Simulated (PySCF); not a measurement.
(NaOH)2 ring, H2Na2O2.
Cartesian coordinates in Å at the PBE0-D3(BJ)/def2-SVP level; atoms count from 1:
```
atom  x, y, z in Å
Na1    0.6665   -0.9652   -0.7560
O2     1.3790    0.5569    0.5036
Na3   -0.6661    0.9622    0.7592
O4    -1.3792   -0.5602   -0.4997
H5     2.2192    0.9107    0.7986
H6    -2.2194   -0.9044   -0.8056
```

Computed with TDDFT wB97X-D/def2-SVPD, vertical, gas phase, core orbitals frozen in the response (PySCF 2.14.0, density-fitted response routines).

Broadening: Gaussians 0.5 eV wide at half height, area fixed by f = 4.319×10⁻⁹ ∫ε dν̃. The width is an assumption, not a result. The curve ends short of the highest state used, and states not computed would add to its high-energy end.

| λ (nm) | ε (L mol⁻¹ cm⁻¹) |
| --- | --- |
| 219.6 | 3475 |
| 223.2 | 5960 |
| 226.9 | 8763 |
| 230.5 | 11018 |
| 234.2 | 12318 |
| 237.8 | 12474 |
| 241.4 | 11707 |
| 245.1 | 10244 |
| 248.7 | 8440 |
| 252.3 | 6514 |
| 256.0 | 4649 |
| 259.6 | 3118 |
| 263.3 | 1922 |
| 266.9 | 1120 |
| 270.5 | 612 |
| 274.2 | 308 |
| 277.8 | 149 |
| 281.4 | 68 |
| 285.1 | 29 |
| 288.7 | 12 |
| 292.4 | 5 |
| 296.0 | 2 |
| 299.6 | 1 |
| 303.3 | 0 |

Question: Locate the maxima and give the states behind the curve.

Answer: 237 nm (5.24 eV), ε about 13000, made up of S2 (33%) and S4 (67%) (ε in L mol⁻¹ cm⁻¹; maxima over ε = 5, shares over 10%). The states used: S1 4.84 eV (f 0.0000); S2 5.05 eV (f 0.119); S3 5.11 eV (f 0.0000); S4 5.34 eV (f 0.172); S5 5.47 eV (f 0.0000); S6 5.65 eV (f 0.0000); S7 5.82 eV (f 0.0004); S8 6.02 eV (f 0.0000); S9 6.16 eV (f 0.016); S10 6.25 eV (f 0.0001).

Question: Does any computed singlet lie in the visible range?

Answer: No computed singlet lies in the visible range (380 to 750 nm); the lowest, at 256 nm, stands 1.58 eV above its violet end (3.26 eV).

Question: Coming from long wavelengths, where does ε first pass 100 L mol⁻¹ cm⁻¹?

Answer: At about 280 nm (4.43 eV), 0.41 eV below S1.

Question: What would ε be at 5.24 eV, the highest of these maxima, with half the width (0.25 eV)?

Answer: About 14300 L mol⁻¹ cm⁻¹ against 12500, a factor of about 1.1; a lone state at its own centre would give exactly 2.

One conformer stands for the species.
